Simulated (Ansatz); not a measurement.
`F[SiH2]N[SiH2][SiH3]` + `C=C[Si](O)(O)O` → `F[SiH2]N[SiH3]` + `C=C[Si](O)(O)O[SiH3]`  (redistribution)

Gas-phase electronic energies from Ansatz, PBE0-D4/def2-TZVP geometries. CCSD(T)/CBS adds triple-zeta CCSD(T) − MP2 to the extrapolated MP2 energy (def2 sets, frozen cores). This one scheme is used for every species. Functionals use def2-TZVPP. Each species was taken in one conformer, which may not be the lowest.

`F[SiH2]N[SiH2][SiH3]`:

Cartesian coordinates in Å:
```
F -1.576 0.761 2.348
Si -2.131 0.131 0.983
N -1.026 0.292 -0.306
Si 0.305 -0.755 -0.705
Si 2.369 0.317 -0.417
H -3.369 0.877 0.661
H -2.353 -1.306 1.248
H -1.075 1.161 -0.820
H 0.196 -1.926 0.204
H 0.196 -1.235 -2.112
H 2.579 0.674 1.011
H 2.399 1.569 -1.225
H 3.485 -0.559 -0.869
```

`C=C[Si](O)(O)O`:

```xyz
12

C    -0.439   -1.767   -0.901
C    -0.003   -0.522   -1.075
Si    0.191    0.689    0.307
O    -0.398    2.104   -0.256
O    -0.561    0.141    1.662
O     1.742    0.953    0.757
H    -0.717   -2.141    0.081
H    -0.532   -2.470   -1.723
H     0.266   -0.208   -2.083
H    -0.160    2.897    0.228
H    -1.503   -0.027    1.602
H     2.115    0.351    1.402
```

`F[SiH2]N[SiH3]`:

Cartesian coordinates in Å:
```
F 0.664 0.329 2.447
Si 1.091 0.572 0.923
N -0.243 0.577 -0.140
Si -0.981 -0.773 -0.937
H 1.748 1.899 0.890
H 1.989 -0.544 0.557
H -0.721 1.463 -0.236
H -2.355 -1.035 -0.433
H -0.119 -1.950 -0.667
H -1.073 -0.538 -2.403
```

`C=C[Si](O)(O)O[SiH3]`:

Z-matrix (Å, degrees):
```
Si
C 1 1.842
O 1 1.631 2 106.9
O 1 1.637 2 112.2 3 -119.9
O 1 1.636 2 110.5 3 121.3
C 2 1.330 1 122.6 3 122.8
H 2 1.089 1 119.1 3 -57.6
H 3 0.958 1 117.8 2 -166.4
H 4 0.958 1 116.3 2 -101.1
Si 5 1.635 1 144.9 2 -55.3
H 6 1.086 2 122.2 1 179.6
H 6 1.086 2 121.4 1 -1.0
H 10 1.486 5 110.1 1 -86.7
H 10 1.484 5 108.3 1 153.8
H 10 1.487 5 110.6 1 33.9
```

```tsv
species	PBE energy (Eh)
`F[SiH2]N[SiH2][SiH3]`	-1027.46163
`C=C[Si](O)(O)O`	-594.78142
`F[SiH2]N[SiH3]`	-736.91145
`C=C[Si](O)(O)O[SiH3]`	-885.36120
```

Problem. Work out ΔE.

Solution. ΔE = (-736.91145) + (-885.36120) − (-1027.46163) − (-594.78142) = -0.02960 Eh = -18.6 kcal/mol. CCSD(T)/CBS gives -25.4 kcal/mol.

Largest T1 diagnostic among the species: 0.012.

In def2-TZVPP, CCSD(T) changes the Hartree–Fock value by +6.6 kcal/mol (the triples alone add +0.9 kcal/mol) and MP2 by +4.8 kcal/mol. From PBE to PBE0 (25 % exact exchange), in def2-TZVPP and without D4, ΔE moves by −2.2 kcal/mol.
